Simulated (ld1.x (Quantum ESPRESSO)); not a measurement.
# Before and after: PAW potential for antimony (Sb)

| Item | Value |
| --- | --- |
| Element | Sb |
| Generator | ld1.x (Quantum ESPRESSO) 7.5 |
| Type | PAW |
| Functional | PW91 |
| Relativity | scalar-relativistic |
| Frozen core | [Kr] |
| Valence charge | 15 |
| Reference configuration | 4d10 5s2 5p3 |
| Partial waves | 5s (bound): rcut 1.50, rcutus 2.10 bohr; 5s channel at -0.15 Ry: rcut 1.50, rcutus 2.10 bohr; 5p (bound): rcut 2.00, rcutus 2.65 bohr; 5p channel at 0.1 Ry: rcut 2.00, rcutus 2.65 bohr; 4d (bound): rcut 1.10, rcutus 1.30 bohr; 4d channel at 1.2 Ry: rcut 1.10, rcutus 1.30 bohr; 4f channel at 0.4 Ry: rcut 1.80, rcutus 2.30 bohr |
| Local potential | all-electron potential smoothed inside 1.60 bohr (lloc = -1) |
| Core correction | Bessel-smoothed model core inside 1.20 bohr |
| Augmentation charge | BG, radius 0.90 bohr |

All-electron outer shells of the reference configuration (PW91, scalar-relativistic, ld1.x):

```tsv
shell	level (eV)	outermost node (bohr)	outermost maximum (bohr)
4s	-148.86	0.39	0.73
4p	-101.81	0.39	0.76
4d	-33.54	0.38	0.84
5s	-12.90	0.95	1.90
5p	-4.88	1.04	2.32
```

Change: functional BP86.

Cutoffs: the cutoffs (Ry, on a coarse ladder) from which the occupation-weighted sum of valence levels, in a spherical-Bessel basis at the reference potential, stays within 10 and 1 mRy of its value at 400 Ry; they do not see the model core or the augmentation charge, which bear on the density cutoff. Errors are all-electron minus pseudo energies relative to the spin-unpolarised reference configuration.

Question: What does the change do?

Answer: The potential gets neither clearly harder nor softer (90 Ry and 160 Ry → 90 Ry and 160 Ry); both files keep a bound ghost (s); of the 7 tests that both files solve, the error grows in 1 and shrinks in 4 by more than 15 % and 0.3 meV (median size 11.1 → 8.6 meV).

```tsv
quantity	base	changed
cutoff, loose	90 Ry	90 Ry
cutoff, tight	160 Ry	160 Ry
bound ghosts	s	s
error for 4d10 5s2 5p2, meV [ΔE 8.38 → 8.46 eV]	+1.0	+0.6
error for 4d10 5s2 5p1, meV [ΔE 24.42 → 24.60 eV]	+11	+8.6
error for 4d10 5s2 5p0, meV [ΔE 48.93 → 49.20 eV]	+28	+21
error for 4d10 5s2 5p2.5, meV [ΔE 3.29 → 3.33 eV]	-0.1	-0.4
error for 4d9 5s2 5p4, meV [ΔE 31.11 → 31.07 eV]	+77	+61
error for 4d10 5s1 5p3, meV [ΔE 17.13 → 17.22 eV]	-13	-13
error for 4d10 5s2 5p3.3, meV [ΔE -1.17 → -1.20 eV]	+0.4	+0.4
s: phases at 2.89 bohr within 0.05 rad from the reference energy up to (Ry; the scan ends near 5)	to the end of the scan	to the end of the scan
p: phases at 2.89 bohr within 0.05 rad from the reference energy up to (Ry; the scan ends near 5)	2.4	2.4
d: phases at 2.89 bohr within 0.05 rad from the reference energy up to (Ry; the scan ends near 5)	to the end of the scan	to the end of the scan
f: phases at 2.89 bohr within 0.05 rad from the reference energy up to (Ry; the scan ends near 5)	1.2	1.2
lowest overlap eigenvalue by channel	s 0.30, p 0.45, d 0.62, f 1.00	s 0.30, p 0.45, d 0.62, f 1.00
```

Base: ld1.x warns that Blöchl-style (BG) augmentation functions are not a good idea. Changed file: ld1.x warns that Blöchl-style (BG) augmentation functions are not a good idea. A true bound ghost makes a file unfit for plane-wave use even where its test errors are small: the radial tests pick states by their node count and pass the ghost by.
